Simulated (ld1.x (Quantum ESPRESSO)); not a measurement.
**An all-electron radial function and its pseudo partner (B (Z = 5))**

Columns: radius, all-electron u(r) and pseudo u(r) of the 2p shell (level -3.56 eV) of boron in the configuration [He] 2s2 2p1; PBEsol, non-relativistic, RRKJ scheme, ld1.x (Quantum ESPRESSO) 7.5.

```csv
r (bohr),all-electron,pseudo
0.135,0.0453,0.0158
0.270,0.1359,0.0615
0.405,0.2350,0.1320
0.540,0.3273,0.2197
0.675,0.4071,0.3155
0.810,0.4734,0.4102
0.945,0.5270,0.4958
1.080,0.5678,0.5662
1.215,0.5966,0.6179
1.350,0.6149,0.6501
1.485,0.6241,0.6644
1.620,0.6258,0.6639
1.755,0.6214,0.6526
1.890,0.6120,0.6344
2.025,0.5987,0.6126
2.160,0.5823,0.5896
2.295,0.5637,0.5667
2.430,0.5434,0.5442
2.565,0.5220,0.5220
2.700,0.4998,0.4998
2.835,0.4773,0.4773
2.970,0.4547,0.4547
3.105,0.4323,0.4323
3.240,0.4102,0.4102
3.375,0.3887,0.3887
3.510,0.3678,0.3678
```

(1) How many radial nodes do the two functions have?

(2) At about which radius was the pseudo-wave matched?

(3) Where does each function peak?

(4) Is the pseudo-wave norm-conserving?

Answers

(1) The all-electron 2p function has n − l − 1 = 0; the pseudo-wave has 0.

(2) 2.70 bohr. The columns agree to 0.0005 from 2.56 bohr on; several derivatives are matched, so the curves merge somewhat inside the radius.

(3) Outermost all-electron maximum near 1.62 bohr, pseudo maximum near 1.49 bohr (to the table’s step).

(4) Yes: the RRKJ scheme keeps the norm inside the radius equal to the all-electron one, which fixes the energy derivative of the logarithmic derivative at the level.
